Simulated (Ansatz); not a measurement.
`F[SiH](F)[GeH3]` → `F[SiH2]F` + `[GeH2]` at 700 K and 1 bar (germylene loss).

Program: Ansatz. Geometries: PBE0-D4/def2-TZVP. ΔE: electronic, gas phase. CCSD(T)/CBS adds triple-zeta CCSD(T) − MP2 to the extrapolated MP2 energy (def2 sets, frozen cores). This one scheme is used for every species. For Ge outer-core shells are correlated without core-valence functions, which leaves a few kJ/mol of doubt a bond. Scalar relativity is left out up to krypton.

```csv
species,CCSD(T)/CBS energy (Eh),H − E (kJ/mol),S (J/(mol·K))
`F[SiH](F)[GeH3]`,-2567.30741,169.7,448.4
`F[SiH2]F`,-489.99391,100.9,321.6
`[GeH2]`,-2077.24753,54.8,253.9
```

H − E and S are ideal-gas, rigid-rotor, harmonic terms from PBE0-D4/def2-TZVP. 1 Eh = 2625.50 kJ/mol, R = 8.31446 J/(mol·K).

Question: By hand: ΔE, ΔH, ΔS and ΔG.

Answer: ΔE = (-489.99391) + (-2077.24753) − (-2567.30741) = 0.06597 Eh = 173.2 kJ/mol. Δ(H − E) = 100.9 + 54.8 − 169.7 = -14.0, so ΔH = 159.2 kJ/mol. ΔS = 321.6 + 253.9 − 448.4 = 127.1 J/(mol·K). ΔG = 159.2 − 700 × (127.1)/1000 = 70.2 kJ/mol.

Question: By hand: the equilibrium constant, and the temperature at which ΔG would vanish if ΔH and ΔS stayed fixed.

Answer: log₁₀ K = −ΔG/(RT ln 10) = -5.2. ΔG = 0 at ΔH/ΔS = 1253 K.

The number of gas molecules changes by +1, which sets the sign of ΔS. A doubt of 5 kJ/mol in ΔE shifts log₁₀ K by 0.4 here. These are equilibria of isolated gas molecules and say nothing of rates. Largest T1 diagnostic: 0.012 (customary marks: 0.02 for closed shells, 0.045 for open ones).
